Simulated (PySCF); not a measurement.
CH6FNOSi2, SMILES F[Si@@H]1CN[SiH2]O1. Heavy atoms are numbered as in [F:1][Si@@H:2]1[CH2:3][NH:4][SiH2:5][O:6]1. Hydrogens are named by the atom that carries them.

The structure is a stationary point at ωB97X-D3(BJ)/def2-SVP. The structure was generated by enumeration; whether it is a known compound was not checked. The values are those of a single conformer.

All values below come from CAM-B3LYP/def2-TZVP (PySCF).

Atomic charges (e), one atom of each kind:

```json
[
 {"atom": "F1", "IAO": "-0.54", "Löwdin": "-0.01"},
 {"atom": "Si2 (SiH)", "IAO": "(withheld)", "Löwdin": "0.12"},
 {"atom": "C3 (CH2)", "IAO": "-0.47", "Löwdin": "-0.42"},
 {"atom": "N4 (NH)", "IAO": "-0.71", "Löwdin": "-0.11"},
 {"atom": "Si5 (SiH2)", "IAO": "(withheld)", "Löwdin": "0.14"},
 {"atom": "O6", "IAO": "-0.89", "Löwdin": "0.00"},
 {"atom": "H on Si2", "IAO": "(withheld)", "Löwdin": "-0.04"},
 {"atom": "H on C3", "IAO": "(withheld)", "Löwdin": "0.13"},
 {"atom": "H on N4", "IAO": "0.26", "Löwdin": "0.16"},
 {"atom": "H on Si5", "IAO": "(withheld)", "Löwdin": "-0.05"}
]
```

Question: Some entries are withheld; supply them. (An estimate is asked for; the answer gives what the named calculation found.)

Answer: 
- Si2 (SiH), IAO: 1.43
- Si5 (SiH2), IAO: 1.16
- H on Si2, IAO: -0.16
- H on C3, IAO: 0.13
- H on Si5, IAO: -0.17

Computed Mayer and Wiberg (Löwdin basis) orders of the bonds:
```csv
bond,Mayer,Wiberg
F1–Si2,1.09,1.68
Si2–C3,0.97,1.07
C3–N4,0.95,1.36
N4–Si5,1.13,1.40
Si2–O6,1.16,1.54
Si5–O6,1.07,1.46
```
